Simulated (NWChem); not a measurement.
**Atomisation of FOS**

```
S
O 1 1.4958
F 1 1.6664 2 109.57
```
Charge 0, spin multiplicity 2.

Everything below was run with NWChem. The geometry was optimised at UPBE/def2-SVP, a minimum by its harmonic frequencies.

Basis set: def2-TZVP. The atomisation energy is electronic alone: no zero-point, thermal, spin-orbit or counterpoise terms. No value is extrapolated to the basis-set limit. Free atoms are single determinants with multiplicities O 3, S 3, F 2. Correlated methods freeze the same cores in atoms and molecule, 7 orbitals in all.

The cost column gives rough processor time relative to LDA (SVWN5); each entry includes its own SCF. Costs are the molecule's.

B3LYP has NWChem's definition, with VWN1-RPA local correlation. The structure started from a generated list of species. The unpaired electrons of the parent sit in orbitals of symmetry a" (Cs labels of the run); other states weren't searched. No SCF solution was tested for a lower state. Open-shell Hartree-Fock references start from PBE0 orbitals; any time given for them includes that run.

```json
[
 {"method": "PBE0", "atomisation energy (kcal/mol)": "208.5", "relative cost": "under 3"},
 {"method": "B3LYP", "atomisation energy (kcal/mol)": "208.1", "relative cost": "under 3"},
 {"method": "M06-2X", "atomisation energy (kcal/mol)": "206.5", "relative cost": "under 3"},
 {"method": "HF", "atomisation energy (kcal/mol)": "88.5", "relative cost": "under 3"},
 {"method": "BP86", "atomisation energy (kcal/mol)": "?", "relative cost": "under 3"},
 {"method": "LDA (SVWN5)", "atomisation energy (kcal/mol)": "?", "relative cost": "1"},
 {"method": "PBE", "atomisation energy (kcal/mol)": "234.0", "relative cost": "under 3"},
 {"method": "r2SCAN", "atomisation energy (kcal/mol)": "217.0", "relative cost": "under 3"},
 {"method": "MP2", "atomisation energy (kcal/mol)": "?", "relative cost": "4"}
]
```

### Question
Fill in the missing entries.

### Answer

- BP86, atomisation energy (kcal/mol): 232.0
- LDA (SVWN5), atomisation energy (kcal/mol): 280.8
- MP2, atomisation energy (kcal/mol): 211.0
